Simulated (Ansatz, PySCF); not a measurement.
Reaction (SMILES): [SiH3]O[SiH](Cl)Cl → [O][SiH](Cl)Cl + [SiH3] (SiH3) (the O-Si bond at the site shown breaks; other sites are not compared here)
Structures are relaxed separately at B3LYP-D3(BJ)/def2-TZVP in Ansatz (a quantum-chemistry and plane-wave program), one conformer each, not searched for the lowest. Frequencies are from Ansatz or PySCF.

Wanted: bond dissociation energy (enthalpy at 298 K, with B3LYP-D3(BJ) rigid-rotor harmonic-oscillator terms), in kcal/mol. Cores are frozen in the correlated levels unless marked. Open shells are spin-unrestricted. No spin-orbit coupling. No relativistic terms. CBS(X,Y): correlation extrapolated as X^-3; Hartree-Fock from the larger set.

CCSD(T)/CBS(cc-pV(T+d)Z,cc-pV(Q+d)Z) (Ansatz) gives 135.0 kcal/mol.

### Question
Another calculation gave 128.1 kcal/mol. Which level was it?
A. CAM-B3LYP/def2-TZVPD (Ansatz)
B. wB97M-V/def2-TZVPD (Ansatz)
C. SVWN5/def2-TZVPD (Ansatz)
D. PBE/def2-TZVPD (Ansatz)

### Answer
A, CAM-B3LYP/def2-TZVPD (Ansatz). The others give 121.7 (PBE), 132.1 (wB97M-V), 139.8 (SVWN5) kcal/mol.
